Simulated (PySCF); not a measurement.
H$_{2}$Te, charge +1, doublet, at a GFN2-xTB geometry (a state made from the parent by changing its charge; the spin is typed, not shown lowest) (core potentials on Te), with bond 3-1 at 1.8 times its length; CASCI(3,4)+NEVPT2/def2-SVP (PySCF).

PySCF was given this input:
```python
from pyscf import gto, scf, mcscf, mrpt
import numpy

mol = gto.Mole()
mol.atom = '''
    Te    0.000325    0.042161    0.003208
    H    -1.194524   -1.085817   -0.099627
    H     2.119481   -2.025537   -0.123545
'''
mol.basis = 'def2-svp'
mol.ecp = {'Te': 'def2-svp'}
mol.charge = 1
mol.spin = 1
mol.verbose = 4
mol.build()

mf = scf.ROHF(mol)
mf.kernel()
mc = mcscf.CASCI(mf, 4, 3)
mc.fix_spin_(ss=0.75)
mc.kernel()
occ = numpy.linalg.eigvalsh(mc.fcisolver.make_rdm1(mc.ci, mc.ncas, mc.nelecas))[::-1]
ss = mc.fcisolver.spin_square(mc.ci, mc.ncas, mc.nelecas)[0]
print('natural occupations', occ.round(4), ' <S^2>', round(ss, 4))
e2 = mrpt.NEVPT(mc).kernel()
print('E(NEVPT2) = %.10f' % (mc.e_tot + e2))
```

What the program printed (banner, timings and long lists left out):

```
PySCF version 2.14.0

[INPUT] verbose = 4
[INPUT] num. atoms = 3
[INPUT] num. electrons = 25
[INPUT] charge = 1
[INPUT] spin (= nelec alpha-beta = 2S) = 1
[INPUT] symmetry False subgroup None
[INPUT] Mole.unit = angstrom
[INPUT] Symbol           X                Y                Z      unit          X                Y                Z       unit  Magmom
[INPUT]  1 Te     0.000325000000   0.042161000000   0.003208000000 AA    0.000614160990   0.079672743138   0.006062241408 Bohr   0.0
[INPUT]  2 H     -1.194524000000  -1.085817000000  -0.099627000000 AA   -2.257323209220  -2.051896751397  -0.188267744612 Bohr   0.0
[INPUT]  3 H      2.119481000000  -2.025537000000  -0.123545000000 AA    4.005238616219  -3.827710185173  -0.233466214059 Bohr   0.0

nuclear repulsion = 12.1532321362479
number of shells = 16
number of NR pGTOs = 75
number of NR cGTOs = 36
basis = def2-svp
ecp = {'Te': 'def2-svp'}

******** <class 'pyscf.scf.rohf.ROHF'> ********
method = ROHF
initial guess = minao
damping factor = 0
level_shift factor = 0
DIIS = <class 'pyscf.scf.diis.CDIIS'>
diis_start_cycle = 1
diis_space = 8
diis_damp = 0
SCF conv_tol = 1e-09
SCF conv_tol_grad = None
SCF max_cycles = 50
direct_scf = True
direct_scf_tol = 1e-13
num. doubly occ = 12  num. singly occ = 1
Set gradient conv threshold to 3.16228e-05
init E= -239.275079539565
  HOMO = -1.01420743650811  LUMO = -0.512967985777575  gap/eV = 13.63942
cycle= 1 E= -266.969315418651  delta_E= -27.7  |g|= 1.67  |ddm|= 4.86

WARN: HOMO -0.165570350010769 >= LUMO -0.304568232552046

cycle= 2 E= -267.265991730664  delta_E= -0.297  |g|= 0.925  |ddm|= 2.93
  HOMO = -0.500696423285823  LUMO = -0.301359471614239  gap/eV = 5.42423
cycle= 3 E= -267.644947160988  delta_E= -0.379  |g|= 0.262  |ddm|= 1.42
  HOMO = -0.417343129801475  LUMO = -0.337018195222606  gap/eV = 2.18575
cycle= 4 E= -267.695844086273  delta_E= -0.0509  |g|= 0.0545  |ddm|= 0.435
  HOMO = -0.435578831223927  LUMO = -0.304597743377088  gap/eV = 3.56418
cycle= 5 E= -267.69791467791  delta_E= -0.00207  |g|= 0.0179  |ddm|= 0.0919
  HOMO = -0.442207696339746  LUMO = -0.300110246386905  gap/eV = 3.86667
cycle= 6 E= -267.698180946106  delta_E= -0.000266  |g|= 0.00331  |ddm|= 0.0413
  HOMO = -0.441517406151366  LUMO = -0.299870709008125  gap/eV = 3.85440
cycle= 7 E= -267.698195591295  delta_E= -1.46e-05  |g|= 0.00101  |ddm|= 0.00834
  HOMO = -0.441419036504006  LUMO = -0.299986509745297  gap/eV = 3.84858
cycle= 8 E= -267.698197106453  delta_E= -1.52e-06  |g|= 0.000271  |ddm|= 0.00245
  HOMO = -0.441475543732284  LUMO = -0.299969750266799  gap/eV = 3.85057
cycle= 9 E= -267.698197238479  delta_E= -1.32e-07  |g|= 5.68e-05  |ddm|= 0.000836
  HOMO = -0.441458637423612  LUMO = -0.299969467263256  gap/eV = 3.85012
cycle= 10 E= -267.698197241478  delta_E= -3e-09  |g|= 1.11e-05  |ddm|= 0.000131
  HOMO = -0.441456932785706  LUMO = -0.29997366257933  gap/eV = 3.84996
cycle= 11 E= -267.698197241593  delta_E= -1.15e-10  |g|= 2.83e-06  |ddm|= 2.12e-05
  HOMO = -0.441456662843113  LUMO = -0.299973976704393  gap/eV = 3.84994
Extra cycle  E= -267.698197241602  delta_E= -9.15e-12  |g|= 1.24e-06  |ddm|= 5.5e-06
converged SCF energy = -267.698197241602

******** <class 'pyscf.mcscf.casci.CASCI'> ********
CAS (2e+1e, 4o), ncore = 11, nvir = 21
natorb = False
canonicalization = True
sorting_mo_energy = False
******** <class 'pyscf.fci.addons.SpinPenaltyFCISolver'> ********
max. cycles = 200
conv_tol = 1e-08
davidson only = True
linear dependence = 1e-12
level shift = 0.001
max iter space = 12
nroots = 1
pspace_size = 400
spin = None
Density matrix diagonal elements [1.53414050e+00 1.00000000e+00 4.65491143e-01 3.68360552e-04]
CASCI converged
CASCI E = -267.765247301701  E(CI) = -2.71947103675222  S^2 = 0.7500000
natural occupations [1.541e+00 1.000e+00 4.589e-01 1.000e-04]  <S^2> 0.75

******** <class 'pyscf.mrpt.nevpt2.NEVPT'> ********
NEVPT2 (2e+1e, 4o), ncore = 11, nvir = 21
root = 0
Natural occ [1.54100197e+00 1.00000000e+00 4.58906158e-01 9.18674897e-05]
Natural orbital (expansion on meta-Lowdin AOs) in CAS space
               #1        #2        #3        #4
0 Te 4s          0.00231   0.00000  -0.00163  -0.00686
0 Te 5s         -0.05885  -0.00001   0.05617   0.14274
0 Te 6s          0.02923  -0.00014  -0.04081  -0.08584
0 Te 7s         -0.00285   0.00007   0.01417   0.07255
0 Te 4px        -0.00233  -0.03694   0.00058  -0.00057
0 Te 4py         0.06367   0.00175   0.04408  -0.04209
0 Te 4pz        -0.07428   0.00927  -0.03939  -0.03937
0 Te 5px        -0.00797  -0.24462  -0.00729  -0.00854
0 Te 5py        -0.02320  -0.00071  -0.02035   0.02663
0 Te 5pz         0.02655  -0.00375   0.01944   0.02521
0 Te 6px         0.00670   0.24148   0.00594   0.00080
0 Te 6py        -0.44602  -0.01412  -0.51571   0.57316
0 Te 6pz         0.51877  -0.07482   0.48735   0.54643
0 Te 7px         0.03159   0.93211   0.02848   0.05071
0 Te 7py         0.00461   0.00084   0.02273   0.04493
0 Te 7pz        -0.01561   0.00459  -0.01896   0.03177
0 Te 4dxy        0.00235   0.00501  -0.00180  -0.01393
0 Te 4dyz       -0.01886   0.00078   0.02086   0.09395
0 Te 4dz^2      -0.00174   0.00453   0.00201  -0.01458
0 Te 4dxz       -0.00348   0.00032  -0.00600  -0.01059
0 Te 4dx2-y2     0.00183  -0.00002  -0.00144   0.00942
0 Te 5dxy       -0.00270  -0.01005   0.00130   0.01634
0 Te 5dyz       -0.02072   0.00154   0.01943   0.11214
0 Te 5dz^2      -0.00252   0.00774   0.00230  -0.01714
0 Te 5dxz        0.00656  -0.00065   0.00952   0.01491
0 Te 5dx2-y2     0.04435   0.00075  -0.05238   0.26724
1 H 1s          -0.02448   0.00003   0.01971   0.44393
1 H 2s          -0.01694  -0.00077   0.02032   0.12969
1 H 2px         -0.04074  -0.00051  -0.03821  -0.10574
1 H 2py          0.03505  -0.00520   0.04790  -0.09638
1 H 2pz          0.00189   0.07372   0.00320  -0.00958
2 H 1s          -0.69412  -0.00020   0.68790   0.01933
2 H 2s          -0.16055  -0.00016   0.05734   0.00740
2 H 2px          0.02589   0.00001   0.01847   0.02008
2 H 2py         -0.02395  -0.00060  -0.01851   0.00172
2 H 2pz         -0.00142   0.00726  -0.00112   0.00050
<CAS-nat-orb|mo-hf>  12     12       0.99685567
<CAS-nat-orb|mo-hf>  13     13       1.00000000
<CAS-nat-orb|mo-hf>  14     14       0.99690027
<CAS-nat-orb|mo-hf>  15     15       0.99989004
Sr    (-1)',   E = -0.00778489187476
Si    (+1)',   E = -0.00416349477611
Sijrs (0)  ,   E = -0.03893932494446
Sijr  (+1) ,   E = -0.01680981652320
Srsi  (-1) ,   E = -0.01595163847377
Srs   (-2) ,   E = -0.00404701439596
Sij   (+2) ,   E = -0.00466416232847
Sir   (0)' ,   E = -0.02313730394717
Nevpt2 Energy = -0.115497647263912
E(NEVPT2) = -267.8807449490
```
